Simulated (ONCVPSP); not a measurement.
What one change does to a pseudopotential (O (Z = 8), ONCV)

O (Z = 8), optimised norm-conserving Vanderbilt (ONCV), made with ONCVPSP 4.0.1 (PBEsol, non-relativistic). Core [He], reference 2s1 2p5. Waves: 2s: rc 0.80 bohr, ncon 4, nbas 8, qcut 9.2 1/bohr, local; 2p: rc 1.70 bohr, ncon 5, nbas 8, qcut 9 1/bohr, 2 projectors, debl 1.7 Ha; d scattering state at 0.4 Ha: rc 1.80 bohr, ncon 5, nbas 8, qcut 6.2 1/bohr, 1 projector. Local part: the s channel. Core correction: none.

All-electron outer shells of the reference configuration (PBEsol, non-relativistic, ld1.x):

```json
{"shell": "1s", "level (eV)": "-513.01", "outermost node (bohr)": "–", "outermost maximum (bohr)": "0.13"}
{"shell": "2s", "level (eV)": "-24.22", "outermost node (bohr)": "0.28", "outermost maximum (bohr)": "0.88"}
{"shell": "2p", "level (eV)": "-9.40", "outermost node (bohr)": "–", "outermost maximum (bohr)": "0.82"}
```

Change: s: qcut 5.8; p: qcut 5.7; d: qcut 3.9.

Cutoffs: the cutoffs (Ha) at which the residual kinetic energy of the hardest occupied pseudo-wave falls to 1 and 0.1 mHa per electron; they do not see the model core or the augmentation charge, which bear on the density cutoff. Errors are all-electron minus pseudo energies relative to the spin-unpolarised reference configuration.

Task: Predict the effect on cutoff, ghosts and configuration errors.

Result: The potential gets harder (40 Ha and 130 Ha → 224 Ha and 275 Ha); of the 4 tests that both files solve, the error grows in 3 and shrinks in 0 by more than 15 % and 0.3 meV (median size 55.0 → 110.5 meV); neither file shows a bound ghost.

```csv
quantity,base,changed
"cutoff, loose",40 Ha,224 Ha
"cutoff, tight",130 Ha,275 Ha
loose cutoff by channel,"s 40 Ha, p 28 Ha","s 224 Ha, p 53 Ha"
bound ghosts,none,none
GHOST(+) flags under 300 eV,none,none
"error for 2s2 2p4, meV [ΔE -14.80 eV]",+8.1,+13
"error for 2s2 2p3, meV [ΔE 1.57 eV]",+102,+208
"error for 2s2 2p2, meV [ΔE 35.05 eV]",+430,+876
"error for 2s0 2p6, meV [ΔE 14.84 eV]",+8.3,+9.3
s: phases at 0.81 bohr within 0.05 rad from the reference energy up to (Ha; the scan ends near 5),to the end of the scan,to the end of the scan
p: phases at 1.73 bohr within 0.05 rad from the reference energy up to (Ha; the scan ends near 5),to the end of the scan,to the end of the scan
d: phases at 1.82 bohr within 0.05 rad from the reference energy up to (Ha; the scan ends near 5),4.8,4.5
```
